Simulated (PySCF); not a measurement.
PySCF 2.14 output of an unrestricted PBEsol calculation on a single atom or ion in aug-cc-pVTZ-PP with ECP28MDF (6s6p5d3f2g, 88 functions), with a scalar-relativistic core potential:

```
SCF conv_tol = 1e-09
number electrons alpha = 10  beta = 8
    J. P. Perdew, A. Ruzsinszky, G. I. Csonka, O. A. Vydrov, G. E. Scuseria, L. A. Constantin, X. Zhou, and K. Burke.,  Phys. Rev. Lett. 100, 136406 (2008)
    J. P. Perdew, A. Ruzsinszky, G. I. Csonka, O. A. Vydrov, G. E. Scuseria, L. A. Constantin, X. Zhou, and K. Burke.,  Phys. Rev. Lett. 100, 136406 (2008)
cycle= 1 E= -127.240707011811  delta_E= -0.00641  |g|= 0.193  |ddm|= 0.286
cycle= 2 E= -127.219208338278  delta_E= 0.0215  |g|= 0.342  |ddm|= 0.26
cycle= 3 E= -127.25205494101  delta_E= -0.0328  |g|= 0.011  |ddm|= 0.153
cycle= 4 E= -127.252101998327  delta_E= -4.71e-05  |g|= 0.000449  |ddm|= 0.00863
cycle= 5 E= -127.252102209133  delta_E= -2.11e-07  |g|= 0.000161  |ddm|= 0.0013
cycle= 6 E= -127.252102221842  delta_E= -1.27e-08  |g|= 7.89e-05  |ddm|= 0.000299
cycle= 7 E= -127.252102224139  delta_E= -2.3e-09  |g|= 2.51e-06  |ddm|= 6.2e-05
cycle= 8 E= -127.252102224142  delta_E= -2.88e-12  |g|= 1.15e-07  |ddm|= 2.2e-06
converged SCF energy = -127.252102224142  <S^2> = 2.0010109  2S+1 = 3.0006739
```

The run itself started from symmetry-adapted Hartree-Fock orbitals and held the occupation by maximum overlap, on a logarithmic radial grid, so the iterations belong to that start.

**Question.** Which element, charge and spin multiplicity is this?

**Answer.** Pd (palladium, neutral), multiplicity 3; the state was [Kr] 4d9 5s1, high-spin 3D determinant (an excited configuration).

Energies and moments cover only the electrons outside the core potential.
